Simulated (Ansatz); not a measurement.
What each rung costs, and what it gives

Saddle point of Si2H8O2, closed shell (SiH₄O₂ ([OH][SiH2][OH]) + SiH₄ → Si₂H₆O ([OH][SiH2][SiH3]) + H₂O; bonds formed: Si1–Si7, O2–H6; bonds broken: Si1–O2, H6–Si7), PBE0-D4/def2-TZVP structure:

```
atom    x (Å)    y (Å)    z (Å)
 Si1  -0.4377  -0.7511   0.5192
  O2   1.1125   0.0759   1.2461
  H3   0.2396  -2.0720   0.4016
  H4  -1.5513  -0.8401  -0.4790
  O5  -1.3442  -0.4069   1.8421
  H6   0.8836   0.5195   0.1375
 Si7   0.0822   0.8890  -1.5125
  H8   1.8792  -0.5097   1.1977
  H9  -0.8549  -0.1601   2.6289
 H10   0.0194  -0.2112  -2.5145
 H11  -1.1985   1.6427  -1.5251
 H12   1.1703   1.8243  -1.9419
```

Barriers are electronic and count from the start structure reached by relaxing down the imaginary mode.

Program: Ansatz 0.2.0. Basis: as named in each row. Cores are frozen in the correlated methods. B3LYP uses VWN-RPA correlation. Extrapolation: Hartree–Fock as exp(−7.88 √X), correlation as X^−2.97.

Times are rough, for one single point on 4 threads of a shared host (Arm Neoverse V2).

The estimate by CCSD(T) at an estimated basis limit (MP2 extrapolated from triple and quadruple zeta, plus CCSD(T) − MP2 in triple zeta) is 67.35 kcal/mol.

```tsv
method	basis	time (s)	barrier (kcal/mol)	method less estimate
HF	STO-3G	under 1	102.86	35.51
PBE-D4	STO-3G	under 1	44.34	-23.01
SPW92	def2-SVP	under 1	42.46	-24.89
B3LYP-D4	6-31G	under 1	58.55	-8.80
PBE-D4	def2-SVP	under 1	50.96	-16.39
PBE0-D4	def2-SVP	under 1	58.02	-9.33
SPW92	def2-TZVPP	1	45.01	-22.34
BLYP-D4	def2-TZVPP	2	61.55	-5.80
PBE-D4	def2-TZVPP	2	52.67	-14.68
B3LYP-D4	def2-TZVPP	2	66.04	-1.31
BHLYP-D4	def2-TZVPP	3	73.65	6.30
CAM-B3LYP-D4	def2-TZVPP	3	68.61	1.26
PBE0-D4	def2-TZVPP	3	59.13	-8.22
wB97M-V	def2-SVP	3	63.87	-3.48
CCSD(T)	def2-SVP	4	71.20	3.85
r2SCAN-D4	def2-TZVPP	4	59.65	-7.70
r2SCAN0-D4	def2-TZVPP	4	63.74	-3.61
RPA on PBE	def2-TZVPP	5	68.01	0.66
B2PLYP	def2-TZVPP	5	68.37	1.02
PBE-QIDH	def2-TZVPP	6	65.11	-2.24
wB97X-V	def2-TZVPP	6	66.73	-0.62
wB97M-V	def2-TZVPP	8	65.71	-1.64
B97M-V	def2-TZVPP	9	63.47	-3.88
MP2	def2-QZVPP	22	67.33	-0.02
CCSD(T)	def2-TZVPP	130	68.05	0.70
```

All methods are single points on the PBE0-D4 structures.

The T1 diagnostic stays at or below 0.014.

Labels in which every atom is bracketed show which atoms are joined, not bond orders.
